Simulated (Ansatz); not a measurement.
Mulliken charges of `[NH2][Al]([Br])[Br]` from r2SCAN/def2-TZVPP in Ansatz (PBE0-D4/def2-TZVP geometry).

```csv
atom,x (Å),y (Å),z (Å),charge (e)
N1,-0.147,1.034,-0.042,-0.441
Al2,0.108,-0.694,0.015,0.578
Br3,1.634,-1.551,1.414,-0.227
Br4,-1.094,-2.043,-1.311,-0.227
H5,0.354,1.700,0.522,0.158
H6,-0.813,1.490,-0.643,0.158
```

Q: By hand: the dipole of these point charges (1 e Å = 4.8032 D).

A: Σ q r = (-0.068, 0.463, -0.015) e Å, of length 0.468 e Å = 2.25 D.

Q: How does the dipole of the full density compare? (Best estimate.)

A: The calculation gave: (-0.069, 0.469, -0.015) e Å, 2.28 D; the point charges give 0.99 times that, at 0° from its direction.

Point charges leave out the atoms' own dipoles, such as those of lone pairs, and Mulliken's split depends on the basis, so the close match here is no proof of good charges.
